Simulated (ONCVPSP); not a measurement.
## Configuration tests for silicon (ONCV)

ONCVPSP 4.0.1 input, shortened (lines: element, Z, core and valence counts, functional; n l f; lmax; l rc ep ncon nbas qcut; lloc lpopt rc5 dvloc0; l nproj debl; icmod fcfact rcfact), PBEsol, non-relativistic:

```
  Si 14.00    3    1  -116133      upf
    1    0    2.00
    2    0    2.00
    2    1    6.00
    3    0    2.00
    2
    0    1.35    0.00    3    7    3.90
    1    1.05    0.27    4    8    7.80
    2    1.30    0.03    5    9    8.30
    4    3    0.95    0.00
    0    2    3.50
    1    2    1.30
    2    3    3.40
    2    0.30    0.90
```

Energies are relative to the spin-unpolarised reference configuration 3s2; without spin polarisation the order of configurations can differ from experiment.

| valence configuration | charge | ΔE all-electron (eV) | error AE − PS (meV) |
| --- | --- | --- | --- |
| 3s2 3p2 | 0 | -23.699 | -3.6 |
| 3s2 3p1 | +1 | -15.976 | -2.4 |
| 3s1 | +3 | 33.830 | +16 |
| 3s1 3p2 | +1 | -8.629 | -2.4 |

Note: ghosts flagged at negative energy: p at -105.5 eV; GHOST(+) flagged for s at 106.7 eV. A true bound ghost makes a file unfit for plane-wave use.
